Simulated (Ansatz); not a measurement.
Born–Oppenheimer molecular dynamics of Cl6Mo (7 atoms, charge 0, multiplicity 1). It starts from a relaxed structure.

Level of theory: RKS PBE/def2-SVP in Ansatz 0.2.0.

| Item | Value |
| --- | --- |
| ensemble | NVT, Langevin thermostat |
| time step | 2 fs |
| steps asked | 100 |
| set temperature | 1000 K |
| friction | 0.05 /fs |
| seed | 610955 |

First frame:

```xyz
7
Properties=species:S:1:pos:R:3
Mo 0.000 0.000 0.000
Cl 0.000 0.000 2.317
Cl 2.317 0.000 0.000
Cl 0.000 2.317 0.000
Cl -2.317 0.000 0.000
Cl 0.000 -2.317 0.000
Cl 0.000 0.000 -2.317
```

Task: How far do the bonds stretch over the last three quarters of this one trajectory? (Pairs bonded in most of those frames.)

Result: 
```csv
bond,mean (Å),spread (Å),shortest,longest
Mo1–Cl2,2.345,0.045,2.23,2.41
Mo1–Cl3,2.372,0.148,2.11,2.59
Mo1–Cl4,2.337,0.066,2.22,2.44
Mo1–Cl5,2.383,0.145,2.20,2.65
Mo1–Cl6,2.369,0.096,2.19,2.51
Mo1–Cl7,2.351,0.077,2.16,2.47
```

Mean temperature of the second half: 1045 K. A run of 0.2 ps of so small a system gives no equilibrium averages.

Run time: 3.6 min on 4 threads of Arm Neoverse V2, with other jobs on the host, peak memory 0.26 GiB.
